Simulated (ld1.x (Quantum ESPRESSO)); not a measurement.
**Transferability test, TM potential for As (Z = 33)**

```json
{"Element": "As (Z = 33)", "Generator": "ld1.x (Quantum ESPRESSO) 7.5", "Type": "norm-conserving Troullier–Martins (Kleinman–Bylander form)", "Functional": "PBE", "Relativity": "scalar-relativistic", "Frozen core": "[Ar]", "Valence charge": "15", "Reference configuration": "3d10 4s1.5 4p3.5", "Partial waves": "4s (bound): rc 1.45 bohr; 4p (bound): rc 2.05 bohr; 3d (bound): rc 0.55 bohr", "Local potential": "the d channel", "Core correction": "Bessel-smoothed model core, default radius (core density twice the valence density)"}
```

Energies are relative to the spin-unpolarised reference configuration 3d10 4s1.5 4p3.5; without spin polarisation the order of configurations can differ from experiment. Not all tests gave a result: 2 of 7 tests not solved or not reliable. Left out of the table: 3d9 4s2 4p3 (solver errors, printed error -2744 eV); 3d9 4s2 4p4 (solver errors, printed error -2921 eV).

| valence configuration | charge | ΔE all-electron (eV) | error AE − PS (meV) |
| --- | --- | --- | --- |
| 3d10 4s2 4p3 | 0 | -4.679 | -0.1 |
| 3d10 4s2 4p1 | +2 | 22.388 | -11 |
| 3d10 4s1 4p4 | 0 | 4.738 | -0.6 |
| 3d10 4s2 4p0 | +3 | 50.091 | -58 |

(1) What are ΔE and the potential's error for 3d10 4s2 4p2?

Levels in the configuration 3d10 4s2 4p0:

| level | all-electron (eV) | pseudo (eV) |
| --- | --- | --- |
| 3d | -74.916 | -74.832 |
| 4s | -44.430 | -44.482 |

A Bessel basis up to 400 Ry misses an occupied level by 0.07 Ry, so cutoffs were not judged. Note: ghost states, extra bound levels that the all-electron valence spectrum of the same l lacks: s at -1236.2 eV, p at -521.1 eV, s at -28.4 eV (other channels not judged).

## Answers

(1) ΔE = 4.470 eV all-electron; the error (AE − PS) is -1.2 meV.
